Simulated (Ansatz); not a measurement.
```xyz
2

H     0.0000    0.0000   -0.8282
F     0.0000    0.0000    0.0920
```

Basis set: cc-pVDZ (spherical functions). Left uncorrelated: 1 orbital. Charge 0, multiplicity 1.

Computed with Ansatz (development build ahead of 0.2.0); each method stands on the lowest determinant of its kind that the runs found. Restricted open shells among the atoms or ions are ROHF, correlated in semicanonical orbitals with singles.

The atomization energy at this shape (free ground-state atoms in the same class of orbitals less the molecule, no zero-point energy) of singlet HF:

| method | atomization energy |
| --- | --- |
| RHF | 4.03 eV |

Problem. What does RHF-MP2 give?

Solution. 5.60 eV.
